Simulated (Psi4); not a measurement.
## A ladder of methods for CH7AsSi (SMILES C[AsH][SiH3])

CH7AsSi: 10 atoms, total charge 0, spin state singlet. SMILES: `C[AsH][SiH3]`. The shape was relaxed beforehand at PBE0/def2-TZVP.

Each level gives the dipole moment (D). The values are calculated.

```tsv
level	kind	program	value (D)	CPU time
PBE-D4/def2-TZVPP (density fitting)	GGA	Psi4	0.96	1.8 min
r2SCAN-D4/def2-TZVPP (density fitting)	meta-GGA	Psi4	1.01	4.9 min
B3LYP-D4/def2-TZVPP (density fitting)	global hybrid	Psi4	0.91	2.1 min
PBE0-D4/def2-TZVPP (density fitting)	global hybrid	Psi4	0.98	83 s
wB97M-V/def2-TZVPP (density fitting)	range-separated hybrid	Psi4	0.89	6 min
```

All-electron rows without a relativistic Hamiltonian named are non-relativistic. The values span 0.89 to 1.01 D. Magnitudes only. Times are those of the runs behind each value, whatever else they computed, on shared processors of several kinds: orders of magnitude only.
